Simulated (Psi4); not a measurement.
Psi4 input (wB97X-D/6-31G*):

```
memory 1500 MB

molecule {
1 1
O     1.17069600   -0.14424900    1.15529500
B     0.16098500   -0.12738200    0.32510000
O    -1.06002700   -0.95686500    0.63481500
Cl    0.00386000    0.73885700   -1.13896600
H     1.24800600   -0.63776900    1.97969100
H    -1.81868800   -0.95079700    0.02124600
H    -1.18521000   -1.52618500    1.41511100
symmetry c1
no_reorient
no_com
}

set {
  basis 6-31G*
  reference rks
  scf_type pk
  dft_radial_points 99
  dft_spherical_points 590
  e_convergence 1e-8
  d_convergence 1e-7
  maxiter 150
}

e = energy('wb97x-d')
print_out(f'\nFINAL {e:.10f} DIPOLE {variable("CURRENT DIPOLE")[0]:.6f} {variable("CURRENT DIPOLE")[1]:.6f} {variable("CURRENT DIPOLE")[2]:.6f}\n')
```

Output:

```
   => Loading Basis Set <=

    Name: 6-31G*
    Role: ORBITAL
    Keyword: BASIS
    atoms 1, 3 entry O          line   145 file 6-31gs.gbs
    atoms 2    entry B          line    94 file 6-31gs.gbs
    atoms 4    entry CL         line   340 file 6-31gs.gbs
    atoms 5-7  entry H          line    44 file 6-31gs.gbs

   => WB97X-D: Empirical Dispersion <=

    Chai and Head-Gordon Dispersion Correction
    Chai, J.-D.; Head-Gordon, M. (2010), J. Chem. Phys., 132: 6615-6620

        s6 =       1.000000

         ---------------------------------------------------------
                                   SCF
               by Justin Turney, Rob Parrish, Andy Simmonett
                          and Daniel G. A. Smith
                              RKS Reference
         ---------------------------------------------------------

  ==> Geometry <==

    Molecular point group: c1
    Full point group: C1

    Geometry (in Angstrom), charge = 1, multiplicity = 1:

       Center              X                  Y                   Z               Mass
    ------------   -----------------  -----------------  -----------------  -----------------
         O            1.170696000000    -0.144249000000     1.155295000000    15.994914619570
         B            0.160985000000    -0.127382000000     0.325100000000    11.009305360000
         O           -1.060027000000    -0.956865000000     0.634815000000    15.994914619570
         CL           0.003860000000     0.738857000000    -1.138966000000    34.968852682000
         H            1.248006000000    -0.637769000000     1.979691000000     1.007825032230
         H           -1.818688000000    -0.950797000000     0.021246000000     1.007825032230
         H           -1.185210000000    -1.526185000000     1.415111000000     1.007825032230

  Running in c1 symmetry.

  Rotational constants: A =      0.30560  B =      0.15389  C =      0.10235 [cm^-1]
  Rotational constants: A =   9161.80530  B =   4613.57891  C =   3068.42343 [MHz]
  Nuclear repulsion =  153.941134064598600

  Charge       = 1
  Multiplicity = 1
  Electrons    = 40
  Nalpha       = 20
  Nbeta        = 20

  ==> Algorithm <==

  SCF Algorithm Type is PK.
  DIIS enabled.
  MOM disabled.
  Fractional occupation disabled.
  Guess Type is SAD.
  Energy threshold   = 1.00e-08
  Density threshold  = 1.00e-07
  Integral threshold = 1.00e-12

  ==> Primary Basis <==

  Basis Set: 6-31G*
    Blend: 6-31G*
    Number of shells: 32
    Number of basis functions: 70
    Number of Cartesian functions: 70
    Spherical Harmonics?: false
    Max angular momentum: 2

  ==> DFT Potential <==

   => LibXC <=

    Version 7.1.2
    S. Lehtola, C. Steigemann, M. J. T. Oliveira, and M. A. L. Marques,  SoftwareX 7, 1–5 (2018) (10.1016/j.softx.2017.11.002)

   => Composite Functional: WB97X-D <=

    wB97X-D Hyb-GGA Exchange-Correlation Functional

    J.-D. Chai and M. Head-Gordon,  Phys. Chem. Chem. Phys. 10, 6615–6620 (2008) (10.1039/B810189B)

    Deriv               =              1
    GGA                 =           TRUE
    Meta                =          FALSE

    Exchange Hybrid     =           TRUE
    MP2 Hybrid          =          FALSE

   => Exchange-Correlation Functionals <=

    1.0000   wB97X-D range-separated functional

   => Exact (HF) Exchange <=

    0.7780            HF,LR [omega = 0.2000]
    0.2220               HF

   => LibXC Density Thresholds  <==

    XC_HYB_GGA_XC_WB97X_D:  1.00E-14

   => Molecular Quadrature <=

    Radial Scheme          =       TREUTLER
    Pruning Scheme         =           NONE
    Nuclear Scheme         =       TREUTLER

    Blocking Scheme        =         OCTREE
    BS radius alpha        =              1
    Pruning alpha          =              1
    Radial Points          =             99
    Spherical Points       =            590
    Total Points           =         383918
    Total Blocks           =           2823
    Max Points             =            256
    Max Functions          =             68
    Weights Tolerance      =       1.00E-15

  ==> Integral Setup <==

  Using in-core PK algorithm.
   Calculation information:
      Number of atoms:                   7
      Number of AO shells:              32
      Number of primitives:             84
      Number of atomic orbitals:        70
      Number of basis functions:        70

      Integral cutoff                 1.00e-12
      Number of threads:                 1

  Performing in-core PK
  Using 9266565 doubles for integral storage.
  We computed 130463 shell quartets total.
  Whereas there are 139656 unique shell quartets.

  Computing range-separated integrals for PK
  We computed 130463 wK shell quartets total.
  Whereas there are 139656 wK unique shell quartets.

  ==> DiskJK: Disk-Based J/K Matrices <==

    J tasked:                  Yes
    K tasked:                  Yes
    wK tasked:                 Yes
    Omega:               2.000E-01
    Schwarz Cutoff:          1E-12


  Cached 100.0% of DFT collocation blocks in 0.648 [GiB].

  Minimum eigenvalue in the overlap matrix is 7.3549808846E-03.
  Reciprocal condition number of the overlap matrix is 1.1557781415E-03.
    Using symmetric orthogonalization.

  ==> Pre-Iterations <==

  SCF Guess: Superposition of Atomic Densities via on-the-fly atomic UHF (no occupation information).

   -------------------------
    Irrep   Nso     Nmo
   -------------------------
     A         70      70
   -------------------------
    Total      70      70
   -------------------------

  ==> Iterations <==

                        Total Energy        Delta E     RMS |[F,P]|

   @RKS iter SAD:  -636.94437983074511   -6.36944e+02   0.00000e+00
   @RKS iter   1:  -636.89426777231745    5.01121e-02   8.70018e-03 ADIIS/DIIS
   @RKS iter   2:  -636.89818102539948   -3.91325e-03   9.13334e-03 ADIIS/DIIS
   @RKS iter   3:  -637.03778879825143   -1.39608e-01   8.36180e-04 ADIIS/DIIS
   @RKS iter   4:  -637.03902696219484   -1.23816e-03   3.53676e-04 ADIIS/DIIS
   @RKS iter   5:  -637.03924282498247   -2.15863e-04   9.08856e-05 DIIS
   @RKS iter   6:  -637.03925898503417   -1.61601e-05   1.51240e-05 DIIS
   @RKS iter   7:  -637.03925970982448   -7.24790e-07   5.72104e-06 DIIS
   @RKS iter   8:  -637.03925981804423   -1.08220e-07   1.27154e-06 DIIS
   @RKS iter   9:  -637.03925982607961   -8.03539e-09   3.02308e-07 DIIS
   @RKS iter  10:  -637.03925982661679   -5.37170e-10   5.88416e-08 DIIS
  Energy and wave function converged.

  ==> Post-Iterations <==

   Electrons on quadrature grid:
      Ntotal   =   39.9999997424 ; deviation = -2.576e-07

    Orbital Energies [Eh]
    ---------------------

    Doubly Occupied:

       1A   -101.913347     2A    -19.654824     3A    -19.530582
       4A     -9.787652     5A     -7.534383     6A     -7.527590
       7A     -7.526559     8A     -7.211347     9A     -1.493919
      10A     -1.373593    11A     -1.150129    12A     -0.995787
      13A     -0.966570    14A     -0.908025    15A     -0.789285
      16A     -0.735682    17A     -0.689206    18A     -0.683131
      19A     -0.612112    20A     -0.611465

    Virtual:

      21A     -0.127290    22A     -0.118036    23A     -0.054561
      24A     -0.034468    25A      0.000870    26A      0.078151
      27A      0.131994    28A      0.233390    29A      0.287002
      30A      0.296783    31A      0.345975    32A      0.378598
      33A      0.391157    34A      0.432071    35A      0.537530
      36A      0.604053    37A      0.641716    38A      0.694628
      39A      0.703491    40A      0.703565    41A      0.749482
      42A      0.752887    43A      0.791590    44A      0.853743
      45A      0.886119    46A      0.896821    47A      0.979159
      48A      1.020144    49A      1.060458    50A      1.121845
      51A      1.216639    52A      1.299712    53A      1.344934
      54A      1.461442    55A      1.472540    56A      1.570383
      57A      1.594856    58A      1.814157    59A      1.906074
      60A      1.978446    61A      2.098188    62A      2.161257
      63A      2.320870    64A      2.388570    65A      2.643460
      66A      2.751390    67A      3.351326    68A      3.579550
      69A      3.835724    70A      4.224310

    Final Occupation by Irrep:
              A
    DOCC [    20 ]
    NA   [    20 ]
    NB   [    20 ]

  @RKS Final Energy:  -637.03925982661679

   => Energetics <=

    Nuclear Repulsion Energy =            153.9411340645986002
    One-Electron Energy =               -1173.8300343008033906
    Two-Electron Energy =                 418.9519903266207734
    DFT Exchange-Correlation Energy =     -36.1009004826397515
    Empirical Dispersion Energy =          -0.0014494343930758
    VV10 Nonlocal Energy =                  0.0000000000000000
    Total Energy =                       -637.0392598266168989

Computation Completed

Properties will be evaluated at   0.000000,   0.000000,   0.000000 [a0]

Properties computed using the SCF density matrix

 Multipole Moments:

 ------------------------------------------------------------------------------------
     Multipole            Electronic (a.u.)      Nuclear  (a.u.)        Total (a.u.)
 ------------------------------------------------------------------------------------

 L = 1.  Multiply by 2.5417464519 to convert [e a0] to [Debye]
 Dipole X            :         -1.5687621            0.0000094           -1.5687526
 Dipole Y            :         -1.9685206           -0.0000076           -1.9685282
 Dipole Z            :          1.7933749            0.0000113            1.7933862
 Magnitude           :                                                    3.0906831

 ------------------------------------------------------------------------------------

FINAL -637.0392598266 DIPOLE -1.568753 -1.968528 1.793386

*** Psi4 exiting successfully. Buy a developer a beer!
```

The dipole moment of an ion depends on the origin.

The geometry given is a B3LYP-D3(BJ)/def2-TZVP minimum.
